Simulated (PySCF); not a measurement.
**Energy profile**

The step: SiNH₅ ([NH2][SiH3]) + H₂O → SiNH₅O ([NH2][SiH2][OH]) + H₂; bonds formed: Si1–O7, H2–H6; bonds broken: Si1–H2, H6–O7 (atoms numbered as in the saddle structure below).

```
10
angstrom
Si -0.5381 -0.1012 -0.1756
H 0.7765 -1.2084 -0.5083
H -1.4730 -1.0505 -0.8332
H -1.3562 1.1628 -0.1009
N -0.0474 -0.1497 1.4592
H 1.0770 -0.2798 -1.1653
O 0.5743 0.6595 -1.4788
H -0.5338 0.3906 2.1559
H 0.5090 -0.8950 1.8414
H 1.0116 1.4717 -1.1947
```

Electronic energies by CCSD(T) at an estimated basis limit (MP2 extrapolated from triple and quadruple zeta, plus CCSD(T) − MP2 in triple zeta), on PBE0-D4/def2-TZVP structures; SiNH$_{7}$O, closed shell; no counterpoise correction. Program: PySCF 2.14 with density fitting (its default auxiliary sets; JK sets also for MP2 and CCSD(T)). Basis: def2-TZVPP and def2-QZVPP. Cores are frozen in the correlated methods. Extrapolation: Hartree–Fock as exp(−7.88 √X), correlation as X^−2.97.

Problem. Give the profile in eV, counted from the separated reactants. (To be estimated.)

Solution. By the calculation:
```
                                                                                                                    point      eV
    separated: SiNH$_{5}$ (linked as [NH2][SiH3]; Si1, H2, H3, H4, N5, H8, H9; singlet) + H$_{2}$O (H6, O7, H10; singlet)   0.000
                                                                                                          start structure  -0.076
                                                                                                                   saddle   1.387
                                                                                                            end structure  -0.954
separated: SiNH$_{5}$O (linked as [NH2][SiH2][OH]; Si1, H3, H4, N5, O7, H8, H9, H10; singlet) + H$_{2}$ (H2, H6; singlet)  -0.921
```

The T1 diagnostic stays at or below 0.012.

For scale, one of the runs: CCSD(T)/def2-TZVPP, 202 basis functions, launched by `OMP_NUM_THREADS=4 python run.py`. Time: 5.9 min of wall clock on 4 CPU threads of an Arm Neoverse V2; the host was shared. Peak host memory: 2.5 GiB.
